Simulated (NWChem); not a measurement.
C3H4F2O; SMILES CO/C(F)=C/F

```xyz
10

C      0.1816     2.2131     0.4318
O      0.5144     1.1494    -0.4788
C     -0.0251    -0.0412    -0.1814
F     -1.3690    -0.0563    -0.0979
C      0.6960    -1.1486    -0.0212
F      0.1089    -2.3477     0.1609
H      0.7108     3.0941     0.0673
H     -0.8961     2.4000     0.4338
H      0.5185     1.9659     1.4457
H      1.7770    -1.1591    -0.0590
```
Atoms are numbered in this order, from 1.

Computed with NWChem. All runs use the structure optimised with B3LYP/6-31G* (spherical d). B3LYP is NWChem's, with the RPA form of VWN correlation. Total energies of different functionals are on different scales.

```
level                   energy (Ha)  highest occupied level (eV)  orbital gap (eV)  dipole (D)
----------------------  -----------  ---------------------------  ----------------  ----------
PBE/def2-TZVP             -391.3312                        -5.66              5.33        2.57
B3LYP/def2-TZVP           -391.7500                        -6.80              7.18        2.73
TPSSh/def2-TZVP           -391.7467                          [?]               [?]         [?]
Hartree-Fock/def2-TZVP    -389.7777                        -9.99             13.87        3.06
CAM-B3LYP/def2-TZVP       -391.6159                        -8.41             10.17        2.80
BLYP/def2-TZVP            -391.6743                        -5.56              5.30        2.60
```

Q: Some entries are withheld; supply them.

A: 
- TPSSh/def2-TZVP, highest occupied level (eV): -6.23
- TPSSh/def2-TZVP, orbital gap (eV): 6.48
- TPSSh/def2-TZVP, dipole (D): 2.69
